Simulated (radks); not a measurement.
Values are calculated unless marked as measured or tabulated.
Task: The mean radii <r> (bohr) of the occupied orbitals of an atom or ion are listed with their occupations. Code: a radial shooting solver on a logarithmic mesh with Libxc functionals. Model: non-relativistic Kohn-Sham, BLYP, spin-unpolarised, spherical densities, point nucleus.

| orbital | occ. | <r> |
|---|---|---|
| 1s | 1 | 1.636 |

Name the element and its charge.

Result: Z = 1, hydrogen, charge 0: H in 1s1. The 1s radius gives Z: for a bare nucleus <r> = 1.5/Z, 1.5 bohr for Z = 1, and the self-interaction of the functional makes it slightly larger (1.636 here). The occupations add up to 1, and the charge is Z minus that.
